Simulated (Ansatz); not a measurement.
Calculated with Ansatz (gas phase, PBE0-D4/def2-TZVP geometries, no zero-point term in ΔE). CCSD(T)/CBS adds triple-zeta CCSD(T) − MP2 to the extrapolated MP2 energy (def2 sets, frozen cores). One conformer a species, not always the lowest.

`CBN([SiH3])[SiH3]` + `N[SiH2]O[SiH3]` → `[SiH3]N[SiH2]O[SiH3]` + `CBN[SiH3]`  (ligand exchange at the Si–N bond)

| species | SCS-MP2/def2-TZVPP energy (Eh) |
| --- | --- |
| `CBN([SiH3])[SiH3]` | -701.60880 |
| `N[SiH2]O[SiH3]` | -712.17767 |
| `[SiH3]N[SiH2]O[SiH3]` | -1002.43807 |
| `CBN[SiH3]` | -411.35505 |

(1) Work out ΔE.

Largest T1 diagnostic among the species: 0.012.

Results:

(1) ΔE = (-1002.43807) + (-411.35505) − (-701.60880) − (-712.17767) = -0.00665 Eh = -17.5 kJ/mol. CCSD(T)/CBS gives -17.4 kJ/mol.

In def2-TZVPP, CCSD(T) changes the Hartree–Fock value by +4.9 kJ/mol (the triples alone add +0.9 kJ/mol) and MP2 by +6.2 kJ/mol.
